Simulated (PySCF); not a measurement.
# K⁺ (potassium, charge +1) across methods

[Ar], closed-shell 1S. Calculation: PySCF 2.14, in x2c-QZVPPall (11s7p4d3f, 73 functions); scalar relativity by spin-free X2C-1e.

```
 method  E (hartree)  mean ε 2p (eV)  mean ε 3s (eV)  mean ε 3p (eV)  Σ⟨r²⟩ (bohr²)   ⟨S²⟩
   PBE0     -601.904         -294.72         -44.855         -26.922          19.42  0.000
 r2SCAN     -602.040         -289.81         -42.823         -25.472          19.40  0.000
wB97X-V     -601.997         -295.61         -47.532         -29.529          19.46  0.000
    UHF   -601.31620         -319.57         -53.790         -31.838          19.48  0.000
   TPSS     -602.093         -286.81         -42.030         -25.081          19.43  0.000
    LDA     -600.321         -286.05         -41.394         -24.990          19.52  0.000
    PBE     -601.860         -286.09         -41.480         -24.905          19.48  0.000
  M06-L     -602.063         -289.98         -42.951         -25.367          19.25  0.000
```

**Question.** Estimate the same row for r2SCANh.

**Answer.** E (hartree) = -602.039; mean ε 2p (eV) = -292.87; mean ε 3s (eV) = -43.984; mean ε 3p (eV) = -26.200; Σ⟨r²⟩ (bohr²) = 19.39; ⟨S²⟩ = 0.000.
